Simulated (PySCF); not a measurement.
Be³⁺ (beryllium, charge +3): UHF calculation

Configuration: 1s1, 2S determinant. Computed with PySCF 2.14 in 6-31G* (3s2p1d, 14 functions), with no relativity, point nucleus.

* Total energy: -7.952632 hartree
* One-electron energy: -7.9526 hartree
* Hartree (Coulomb) energy: 1.1561 hartree
* Exchange energy: -1.1561 hartree
* Kinetic energy: 6.94385 hartree
* ⟨S²⟩: 0.7500
* ⟨L²⟩: 0.000
* Sum of ⟨r⟩: 0.4058 bohr
* Sum of ⟨r²⟩: 0.2204 bohr²
* Density at the nucleus (Gaussians lack the cusp): 16.3 bohr⁻³
* Spin density at the nucleus: 16.3 bohr⁻³
* Langevin diamagnetic susceptibility: -0.175 ×10⁻⁶ cm³/mol
* Time after the integrals: 0.05 s of wall time on 1 thread of Neoverse-N1 (shared host)

| shell | electrons | mean orbital energy (eV) | rms radius, mean of both spins (bohr) |
| --- | --- | --- | --- |
| 1s α | 1 | -216.40 | 0.469 |
